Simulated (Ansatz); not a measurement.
Single points on Ga3N4⁻.

```yaml
crystal:
  periodic: [false, false, false]
  atoms:
    - {symbol: Ga, position_ang: [0.658363, -1.669912, -0.626310]}
    - {symbol: Ga, position_ang: [-1.044478, 1.160141, 1.085125]}
    - {symbol: Ga, position_ang: [0.988010, 1.300625, -1.167888]}
    - {symbol: N, position_ang: [0.521442, -0.541736, 1.414726]}
    - {symbol: N, position_ang: [1.178315, 0.253865, 0.752630]}
    - {symbol: N, position_ang: [-1.424562, -0.646296, -0.348629]}
    - {symbol: N, position_ang: [-0.877090, 0.143312, -1.109644]}
basis:
  gaussian: {orbitals: def2-TZVPD, initial_orbitals: start.molden}
total_charge: -1
hamiltonian: {xc: {name: wB97M-V}}
scf: {omitted_lower_state_checks: [starts]}
output: {orbitals: {seedname: orbitals}}
```

The file start.molden holds the orbitals of an earlier run on this structure, at another level or in another basis.

```sh
$ ansatz run in.yaml --threads 4 --pin off --events-out ev --progress --plain --max-ram 4787MiB
```

It prints (some lines left out):

```
Functional definition: wB97M-V
1937 factors; their error is unknown
444 factors; integrals over basis functions are off by at most 1.6e-5 eV
mean field evaluation 1: about -163086.3090 eV, gradient 1.3e1 eV
mean field evaluation 2: about -163086.4133 eV, gradient 1.6e-1 eV
mean field evaluation 4: about -163086.7102 eV, gradient 6.0e-4 eV
mean field evaluation 8: about -163086.7102 eV, gradient 1.0e-5 eV
mean field -163086.71018549 eV, -5993.3260551742 hartree, gradient 5.8e-5 eV, S^2 0.000000; 0 other end points of the search recorded, 0 dependent functions left out
reference -163086.71024452 eV, -5993.3260573435 hartree; 61, 61 occupied and 249, 249 virtual orbitals, 1937 factors
Total energy: -163086.71024452 eV, -5993.3260573435 hartree
Checks for a lower state left out: starts
```

It took 2 min on 4 threads of Arm Neoverse V1 on a shared host, peak host memory 1.9 GiB.

First input, but with `hamiltonian: {xc: hf}` (abridged; 32 s):

```
Functional definition: HF
mean field -162929.00249449 eV, -5987.5304044283 hartree, gradient 2.2e-5 eV, S^2 0.000000
Total energy: -162929.00249449 eV, -5987.5304044283 hartree
Checks for a lower state left out: starts
```

Geometry: PBE-D4/def2-SVPD.

The restricted singlet is unstable towards broken spin symmetry in Hartree–Fock (as tested in another run); at ωB97M-V/def2-TZVPD this wasn't settled. At HF/def2-TZVPD the restricted singlet is unstable: a solution with broken spin symmetry lies lower. The structure comes from a short search, and lower isomers may exist.
